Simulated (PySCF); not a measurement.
A PySCF script (with the pyscf-properties extension) for the NMR shieldings of `CC[C@@]12CC[C@@H]1C2`, C7H12, on a GFN2-xTB geometry:

```python
import basis_set_exchange as bse
import numpy as np
from pyscf import gto, dft
from pyscf.prop import nmr

atoms = """
C     2.325219    0.113204    0.635741
C     0.975174    0.804850    0.813798
C    -0.089472    0.141303   -0.009776
C    -0.764976   -1.180028    0.356190
C    -2.098095   -0.632636   -0.196131
C    -1.395133    0.668250   -0.557798
C    -0.253456    0.366118   -1.482478
H     2.633698    0.152986   -0.406281
H     3.086014    0.597413    1.243474
H     2.256295   -0.930656    0.932830
H     1.057688    1.853895    0.518295
H     0.689042    0.776970    1.869041
H    -0.790691   -1.363408    1.428547
H    -0.366180   -2.061002   -0.146559
H    -2.860536   -0.513628    0.570424
H    -2.523361   -1.177816   -1.039244
H    -1.835986    1.649126   -0.484604
H     0.264547    1.219659   -1.895173
H    -0.319594   -0.475351   -2.157755
"""
names = dict.fromkeys(["C", "H"], "pcSseg-1")
basis = {el: gto.basis.parse(bse.get_basis(n, elements=[el], fmt="nwchem")) for el, n in names.items()}
mol = gto.M(atom=atoms, basis=basis, charge=0, verbose=0)
mf = dft.RKS(mol, xc="PBE0")
mf.grids.level = 2
mf.grids.alignment = dft.numint.BLKSIZE   # the property module wants whole blocks of grid points
mf.conv_tol = 1e-9
mf.kernel()

calc = nmr.RKS(mf)   # GIAO
C = mf.mo_coeff
Co = C[:, mf.mo_occ > 0]
resp = mf.gen_response(singlet=True, hermi=2)
def vind(x):   # induced exchange potential for any number of trial vectors
    d = np.einsum("pi,xij,qj->xpq", C, 2 * x.reshape(-1, C.shape[1], Co.shape[1]), Co, optimize=True)
    return np.einsum("xpq,pi,qj->xij", resp(d - d.transpose(0, 2, 1)), C, Co, optimize=True).ravel()
mo1, _ = nmr.rhf.solve_mo1(calc, with_cphf=vind)
sigma = calc.kernel(mo1)
for i, s in enumerate(sigma):   # ppm
    w = np.linalg.eigvalsh((s + s.T) / 2)
    print("%2d %-2s iso %8.1f  s11 %8.1f  s22 %8.1f  s33 %8.1f" % (i, mol.atom_pure_symbol(i), w.mean(), *w))
```

Q: Give the expected output.

A: 
```
 0 C  iso    173.4  s11    160.1  s22    173.1  s33    186.9
 1 C  iso    154.8  s11    141.7  s22    149.2  s33    173.4
 2 C  iso    157.5  s11    127.4  s22    140.4  s33    204.7
 3 C  iso    158.6  s11    139.8  s22    160.9  s33    175.0
 4 C  iso    163.4  s11    152.2  s22    165.1  s33    172.9
 5 C  iso    165.1  s11    138.0  s22    154.2  s33    203.1
 6 C  iso    165.1  s11    140.5  s22    150.7  s33    204.2
 7 H  iso     30.8  s11     25.8  s22     30.0  s33     36.4
 8 H  iso     30.7  s11     25.8  s22     27.5  s33     38.6
 9 H  iso     30.6  s11     26.1  s22     29.8  s33     35.9
10 H  iso     30.8  s11     25.8  s22     29.6  s33     37.0
11 H  iso     29.7  s11     24.5  s22     29.5  s33     35.3
12 H  iso     30.0  s11     26.2  s22     28.2  s33     35.6
13 H  iso     30.1  s11     26.4  s22     27.2  s33     36.8
14 H  iso     29.7  s11     25.8  s22     26.8  s33     36.4
15 H  iso     30.4  s11     26.2  s22     27.0  s33     38.1
16 H  iso     30.3  s11     24.7  s22     27.3  s33     38.8
17 H  iso     31.3  s11     26.2  s22     28.2  s33     39.5
18 H  iso     31.5  s11     26.0  s22     29.0  s33     39.3
```

These numbers come from an equivalent density-fitted implementation of the same equations, which agrees with the script to about 0.01 ppm for H and up to a few tenths of a ppm for heavy atoms, so last digits may differ.

Size and cost of the density-fitted run: 179 basis functions, 29 s wall time on 1 thread of an AMD EPYC 7B13, shared host; peak memory 0.76 GiB.
